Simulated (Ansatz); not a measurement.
`[SiH3][GeH]([SiH3])[Cl]` + `NBF` → `FBN[SiH3]` + `[SiH3][GeH2][Cl]` at 298.15 K and 1 bar (cleavage of the Si–Ge bond).

Isolated molecules relaxed with PBE0-D4/def2-TZVP in Ansatz; ΔE leaves out vibrations. CCSD(T)/CBS is the MP2 limit (def2-TZVPP, def2-QZVPP) plus CCSD(T) − MP2 in def2-TZVPP, frozen cores. This one scheme is used for every species. For Ge outer-core shells are correlated without core-valence functions, which leaves a few kJ/mol of doubt a bond. Scalar relativity is left out up to krypton. One conformer a species, not always the lowest.

```json
{"species": "`[SiH3][GeH]([SiH3])[Cl]`", "CCSD(T)/CBS energy (Eh)": "-3118.29543", "H − E (kJ/mol)": "181.3", "S (J/(mol·K))": "401.2"}
{"species": "`NBF`", "CCSD(T)/CBS energy (Eh)": "-181.19761", "H − E (kJ/mol)": "123.9", "S (J/(mol·K))": "257.1"}
{"species": "`FBN[SiH3]`", "CCSD(T)/CBS energy (Eh)": "-471.49367", "H − E (kJ/mol)": "169.8", "S (J/(mol·K))": "317.6"}
{"species": "`[SiH3][GeH2][Cl]`", "CCSD(T)/CBS energy (Eh)": "-2828.00643", "H − E (kJ/mol)": "128.6", "S (J/(mol·K))": "337.0"}
```

H − E and S are ideal-gas, rigid-rotor, harmonic terms from PBE0-D4/def2-TZVP, for one conformer and one mirror image of each species. 1 Eh = 2625.50 kJ/mol, R = 8.31446 J/(mol·K).

By hand: ΔE, ΔH, ΔS and ΔG.

ΔE = (-471.49367) + (-2828.00643) − (-3118.29543) − (-181.19761) = -0.00706 Eh = -18.5 kJ/mol. Δ(H − E) = 169.8 + 128.6 − 181.3 − 123.9 = -6.8, so ΔH = -25.3 kJ/mol. ΔS = 317.6 + 337.0 − 401.2 − 257.1 = -3.7 J/(mol·K). ΔG = -25.3 − 298.15 × (-3.7)/1000 = -24.2 kJ/mol.

By hand: the equilibrium constant, and the temperature at which ΔG would vanish if ΔH and ΔS stayed fixed.

log₁₀ K = −ΔG/(RT ln 10) = 4.2. ΔG = 0 at ΔH/ΔS = 6838 K, far beyond where these terms or the molecules hold.

The number of gas molecules stays the same, so ΔS is small and ΔH decides. A doubt of 5 kJ/mol in ΔE shifts log₁₀ K by 0.9 here. Other conformers and mirror images would add mixing entropy, several J/(mol·K) or more a flexible species. These are equilibria of isolated gas molecules and say nothing of rates. Largest T1 diagnostic: 0.012 (customary marks: 0.02 for closed shells, 0.045 for open ones).
